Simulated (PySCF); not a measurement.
SiOF2, SMILES O=[Si](F)F. Geometry: B3LYP-D3(BJ)/def2-TZVP.

TDDFT-B3LYP/def2-SVPD run with PySCF puts the lowest singlet excitations at 5.26, 5.72, 6.42, 7.00, 8.20, 8.45 eV.

### Question
What are the lowest excitation roots from ADC(2)/aug-cc-pVDZ (PySCF 2.14.0)? (Estimate from the structure and the level; the computed values follow.)

### Answer
5.16, 5.69, 6.49, 7.10, 7.78, 8.47 eV. S1 differs by -0.09 eV (second minus first; roots are paired by order, and the bases may differ).
